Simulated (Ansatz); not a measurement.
`[CH3][GeH]([F])[Br]` + `BN` → `B[NH][GeH]([CH3])[F]` + HBr at 400 K and 1 bar (ligand exchange at a Ge–Br bond).

Computed with Ansatz on PBE0-D4/def2-TZVP structures; ΔE is electronic, products minus reactants. CCSD(T)/CBS is the MP2 limit (def2-TZVPP, def2-QZVPP) plus CCSD(T) − MP2 in def2-TZVPP, frozen cores. This one scheme is used for every species. For Br, Ge outer-core shells are correlated without core-valence functions, which leaves a few kJ/mol of doubt a bond. Scalar relativity is left out up to krypton. Each species was taken in one conformer, which may not be the lowest.

```
               species  CCSD(T)/CBS energy (Eh)  H − E (kJ/mol)  S (J/(mol·K))
 `[CH3][GeH]([F])[Br]`              -4789.77492           155.5          376.5
                  `BN`                -81.93499           142.5          243.5
`B[NH][GeH]([CH3])[F]`              -2297.76421           261.4          405.5
                   HBr              -2573.91920            27.6          207.2
```

H − E and S are ideal-gas, rigid-rotor, harmonic terms from PBE0-D4/def2-TZVP, for one conformer and one mirror image of each species. 1 Eh = 2625.50 kJ/mol, R = 8.31446 J/(mol·K).

Task: By hand: ΔE, ΔH, ΔS and ΔG.

Result: ΔE = (-2297.76421) + (-2573.91920) − (-4789.77492) − (-81.93499) = 0.02650 Eh = 69.6 kJ/mol. Δ(H − E) = 261.4 + 27.6 − 155.5 − 142.5 = -9.0, so ΔH = 60.6 kJ/mol. ΔS = 405.5 + 207.2 − 376.5 − 243.5 = -7.3 J/(mol·K). ΔG = 60.6 − 400 × (-7.3)/1000 = 63.5 kJ/mol.

Task: By hand: the equilibrium constant, and the temperature at which ΔG would vanish if ΔH and ΔS stayed fixed.

Result: log₁₀ K = −ΔG/(RT ln 10) = -8.3. ΔH and −TΔS have one sign here, so there is no such temperature.

The number of gas molecules stays the same, so ΔS is small and ΔH decides. A doubt of 5 kJ/mol in ΔE shifts log₁₀ K by 0.7 here. Other conformers and mirror images would add mixing entropy, several J/(mol·K) or more a flexible species. Modes under 60 cm⁻¹, often nearly free rotors, make the harmonic entropy too high. These are equilibria of isolated gas molecules and say nothing of rates. Largest T1 diagnostic: 0.012 (customary marks: 0.02 for closed shells, 0.045 for open ones).

ΔS is within the doubt of such terms, so its sign, and with it that verdict, could turn.
